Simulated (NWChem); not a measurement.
# Electron attachment to CH3N2S

SMILES: [NH]C(N)=S
```xyz
7

N      0.9317    -1.0215     0.7557
C     -0.0712    -0.3133     0.2789
N     -1.3564    -0.7116     0.4692
S      0.3246     1.0276    -0.7418
H      1.7973    -0.4680     0.8432
H     -1.5091    -1.6146     0.9227
H     -2.0829    -0.3472    -0.1453
```
Charge 0, spin multiplicity 2.

All runs are NWChem calculations. Structure: optimised with UPBE/def2-SVP, a minimum by its harmonic frequencies. It is one conformer; others weren't searched.

Basis set: def2-SVPD. The species with one electron more has spin multiplicity 1 and keeps the geometry of the parent. Δ marks differences of total energies (open shells unrestricted). −ε marks an orbital energy of the parent. That orbital need not have the symmetry of the hole or added electron in the Δ rows. The basis adds only a small set of diffuse functions.

B3LYP has NWChem's definition, with VWN1-RPA local correlation. The structure started from a generated list of species. The stability of the SCF solutions was not checked.

Q: For the vertical electron affinity, −ε(beta LUMO) of PBE gives 5.12 eV and −ε(beta LUMO) of B3LYP gives 4.48 eV. What do ΔPBE, ΔB3LYP, G0W0@PBE give?

A: ΔPBE: 2.06 eV; ΔB3LYP: 2.21 eV; G0W0@PBE: 2.05 eV.
